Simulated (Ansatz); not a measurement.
`FC([SiH3])CCl` + `OC[SiH2]S` → `[SiH3]OC[SiH2]S` + `FCCCl`  (ligand exchange at the Si–C bond)

Calculated with Ansatz (gas phase, PBE0-D4/def2-TZVP geometries, no zero-point term in ΔE). CBS: MP2 limit from def2 TZ/QZ plus the TZ coupled-cluster correction, frozen cores. This one scheme is used for every species. Functionals use def2-TZVPP. Each species was taken in one conformer, which may not be the lowest.

CCSD(T)/CBS gives -1.17 eV.

**Question.** Another level gave -1.22 eV. Which?
A. SCS-MP2/def2-TZVPP
B. B2PLYP/def2-TZVPP
C. r2SCAN/def2-TZVPP
D. PBE-D4/def2-TZVPP

**Answer.** B. B2PLYP -1.22, PBE-D4 -1.01, r2SCAN -1.13, SCS-MP2/def2-TZVPP -1.26 eV.

Largest T1 diagnostic among the species: 0.012.

In def2-TZVPP, CCSD(T) changes the Hartree–Fock value by +0.21 eV (the triples alone add +0.03 eV) and MP2 by +0.17 eV. From PBE to PBE0 (25 % exact exchange), in def2-TZVPP and without D4, ΔE moves by −0.07 eV.
